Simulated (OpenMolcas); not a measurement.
Pd4+ among 4 point charges of -2.5 e arranged as a tetrahedron (Td), 2.21 Å from the ion.

```json
{
 "Program": "OpenMolcas",
 "Method": "SS-CASPT2, IPEA 0.25 Eh, imaginary shift 0.1 Eh (closed shells correlated: 4s 4p)",
 "Basis": "ANO-RCC-VDZP [6s5p3d1f]",
 "Scalar Hamiltonian": "DKH2, point nucleus",
 "Active space": "6 electrons in 5 orbitals (4d)",
 "State averaging": "2S+1 = 5 even, 5 roots; 2S+1 = 3 even, 45 roots; 2S+1 = 1 even, 50 roots",
 "Spin-orbit coupling": "RASSI with atomic mean-field integrals over the reference wave functions"
}
```

Question: What is the spin-free ground state (labels of Td)?

Answer: 5E, 2-fold in its orbital part, 100 % from free-ion D terms; it has the highest spin that d6 allows.

Question: Where is the first state of the same spin?

Answer: 5T2 at 1890 cm-1 above the ground state.

Question: What are the lowest two levels with spin-orbit coupling?

Answer: A 1-fold level A1, then a 3-fold level T1 120 cm-1 above it. Their leading multiplicities are 5 (98 %) and 5 (98 %).

Question: What is χT at 300 K, and how does it compare with the textbook value?

Answer: The lowest level has 2S+1 = 5, for which the spin-only value is χT = S(S+1) / 2 = 3.000 cm3 K/mol (g = 2). The computed 5.047 at 300 K differs by +2.047, through orbital momentum, spin-orbit coupling and any other state in reach.

Roots that are degenerate in the reference are averaged as groups; the widest CASPT2 spread within a group is 180 cm-1 (the 3-fold group of multiplicity 3 near 52100 cm-1 above the lowest state of its run). Shifts and gaps below about the spread of the groups concerned are not significant. An orbital doublet at a regular site is open to a Jahn-Teller distortion, which this geometry leaves out. Point charges give a weaker field than real ligands, and real ions of this kind are as a rule low spin; the high spin found here belongs to the model. The ground term spreads over less than 5000 cm-1, several times less than with real ligands, so orbital moments are less quenched and χT lies further from the spin-only value than at real sites. Free-ion shares, where given, are those of the reference states; single-state CASPT2 does not remix them. This is an electrostatic model: the charges have no orbitals. No measured value stands beside these numbers.
